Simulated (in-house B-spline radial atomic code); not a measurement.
The numbers below are computed, except where a source is named.
## Two electrons in Si: a spherical dot of radius 5.69 nm with hard walls

For Si the NSM archive of the Ioffe Institute lists m_l = 0.98 m0, m_t = 0.19 m0 and ε = 11.7; the model takes one isotropic valley with the conductivity mass 3/(1/m_l + 2/m_t) = 0.26 m0, and so misses anisotropy and the other valleys. All triplets below are those of one valley; with several valleys two electrons can form a triplet in the 1s orbital itself, at an energy set by the valley splitting.

Effective-mass model with parabolic bands, a uniform dielectric constant, no image charges, no central-cell or spin-orbit terms. Two-electron levels come from full CI in B-splines with partial waves to l = 5 (up to 0.001 effective hartree above the limit).

Q: What are the effective units, and what is the potential in them?

A: Ha* = 27211.386 meV × 0.26/11.7² = 51.68 meV and a* = 0.0529177 nm × 11.7/0.26 = 2.381 nm. The radius is R = 2.39 a*. The one-electron levels are π²/2R² = 0.8639 and 4.4934²/2R² = 1.7674 Ha*.

In these units the lowest s and p orbitals lie at 0.863921 and 1.767365, and their Coulomb and exchange integrals are J_ss = 0.747311, J_sp = 0.677689 and K_sp = 0.1505. (For an empty sphere J_ss = 1.786/R.) Full CI gives 2.416258 for the ground singlet, 3.145458 for the sp triplet, 3.395139 for the sp singlet and 4.932798 for the lowest triplet of two s orbitals.

Q: What does it cost to add the second electron, to first order and exactly?

A: To first order E = 2ε_s + J_ss = 2.475153, so the charging energy E(2) − 2E(1) is J_ss = 38.62 meV. CI gives 2.416258 − 2 × (0.863921) = 0.688416, or 35.58 meV: relaxation and correlation lower it by 3.044 meV, 7.9 % of J_ss. The s² configuration of one-electron orbitals holds 97.7 % of the state, and the mean radius is 2.95 nm.

Q: How far above the singlet do the triplets lie?

A: To first order the sp triplet lies at ε_s + ε_p + J_sp − K_sp = 3.158492, which is 35.32 meV above 2ε_s + J_ss. CI gives 3.145458 − (2.416258) = 0.729200, or 37.69 meV, 81 % of the orbital spacing of 46.69 meV. The ss triplet lies 130.1 meV up, so the lower of the two is the sp one, and its gap equals k_BT at 437 K. The sp singlet-triplet splitting is 12.9 meV, against 2K_sp = 15.55 meV.
